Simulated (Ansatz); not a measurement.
C10H22, SMILES `CCCCCCCCCC`. The species carries charge 0 and has multiplicity 1. Geometry: relaxed with PBE0-D4/def2-TZVP. It is one conformer, not always the lowest.

```xyz
32

C     1.960   -0.605    4.057
C     1.530   -1.070    2.677
C     2.450   -0.568    1.575
C     2.109   -1.089    0.184
C     0.708   -0.759   -0.317
C     0.415    0.731   -0.406
C    -0.984    1.062   -0.909
C    -1.242    0.654   -2.352
C    -2.579    1.135   -2.902
C    -3.788    0.530   -2.205
H     1.974    0.487    4.116
H     1.286   -0.971    4.835
H     2.968   -0.958    4.296
H     0.505   -0.735    2.486
H     1.499   -2.166    2.649
H     2.447    0.528    1.577
H     3.479   -0.860    1.815
H     2.237   -2.178    0.175
H     2.842   -0.694   -0.530
H    -0.041   -1.232    0.328
H     0.582   -1.216   -1.304
H     0.546    1.186    0.582
H     1.158    1.208   -1.059
H    -1.149    2.142   -0.817
H    -1.719    0.586   -0.249
H    -1.192   -0.437   -2.449
H    -0.435    1.052   -2.978
H    -2.627    0.901   -3.970
H    -2.625    2.228   -2.829
H    -3.759   -0.563   -2.251
H    -3.835    0.815   -1.152
H    -4.719    0.856   -2.674
```

(1) What is the dipole moment at r2SCAN/def2-TZVPP? (Best estimate.)

(2) And with PBE, B3LYP, ωB97M-V? (An estimate is asked.)

(3) Give the Mulliken charges with r2SCAN, ωB97M-V, PBE in def2-TZVPP. (Best estimate.)

## Answers

(1) Computed: 0.09 D, with components (0.00, -0.01, -0.09) D in this frame, pointing from negative to positive charge.

(2) Ansatz gave: PBE 0.10 D, B3LYP 0.10 D, ωB97M-V 0.10 D.

(3) Computed: 
```csv
atom,r2SCAN,ωB97M-V,PBE
C1,-0.16,-0.32,-0.26
C2,0.00,-0.13,-0.09
C3,-0.02,-0.21,-0.09
C4,-0.06,-0.21,-0.11
C5,-0.02,-0.21,-0.08
C6,-0.06,-0.18,-0.10
C7,-0.05,-0.19,-0.10
C8,-0.01,-0.17,-0.08
C9,-0.02,-0.17,-0.10
C10,-0.15,-0.32,-0.26
H11,0.04,0.10,0.07
H12,0.04,0.10,0.08
H13,0.04,0.10,0.07
H14,0.02,0.08,0.05
H15,0.02,0.09,0.05
H16,0.02,0.10,0.05
H17,0.02,0.10,0.05
H18,0.02,0.10,0.05
H19,0.02,0.10,0.05
H20,0.02,0.10,0.05
H21,0.03,0.11,0.05
H22,0.03,0.10,0.06
H23,0.02,0.10,0.04
H24,0.02,0.10,0.05
H25,0.02,0.09,0.05
H26,0.02,0.09,0.05
H27,0.02,0.10,0.05
H28,0.02,0.09,0.06
H29,0.01,0.08,0.04
H30,0.04,0.10,0.07
H31,0.04,0.10,0.08
H32,0.04,0.11,0.08
```

B3LYP here is the variant with VWN-RPA as its local correlation; programs differ in this.
